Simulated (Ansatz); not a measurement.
```yaml
crystal:
  periodic: [false, false, false]
  atoms:
    - {symbol: F, position_ang: [-0.611907, -2.331881, 1.609718]}
    - {symbol: Sn, position_ang: [-0.285250, -1.884777, -0.224020]}
    - {symbol: F, position_ang: [1.163788, -3.019656, -0.738007]}
    - {symbol: O, position_ang: [0.472409, -0.095983, -0.217754]}
    - {symbol: Si, position_ang: [-0.050125, 1.464352, -0.140106]}
    - {symbol: H, position_ang: [-1.308298, 1.562330, 0.648102]}
    - {symbol: H, position_ang: [-0.305928, 1.988682, -1.507005]}
    - {symbol: H, position_ang: [1.017413, 2.259833, 0.513272]}
basis:
  gaussian: {orbitals: def2-TZVPD, point_charges: [{charge: 1.00, position_ang: [5.951, -0.310, 0.838]}]}
total_charge: -1
hamiltonian: {xc: {name: HF}}
correlation: {active_space: {window: {electrons: 3, orbitals: 2}}}
output: {forces: true}
```

```sh
$ ansatz run in.yaml --threads 2 --pin off --events-out ev --progress --plain --max-ram 32768MiB --backend cpu
```

Shortened log:

```
Functional definition: HF
1762 factors; integrals over basis functions are off by at most 8.2e-4 eV
mean field evaluation 1: about -21172.5738 eV, gradient 3.5e1 eV
mean field evaluation 2: about -21172.7047 eV, gradient 3.5e1 eV
mean field evaluation 4: about -21175.4425 eV, gradient 3.5e0 eV
mean field evaluation 8: about -21175.5166 eV, gradient 5.0e-1 eV
mean field evaluation 16: about -21175.5182 eV, gradient 7.6e-7 eV
mean field -21175.51822635 eV, -778.1859415368 hartree, gradient 7.6e-7 eV, S^2 0.000000; 0 other end points of the search recorded, 0 dependent functions left out
reference -21175.51822635 eV, -778.1859415368 hartree; 33, 33 occupied and 213, 213 virtual orbitals, 1762 factors
Error: 3 electrons in 2 orbitals form no window around the highest filled level of the reference
```

Problem. What is wrong with this run?

Solution. The active space doesn't fit the electrons. The run stopped with an error.
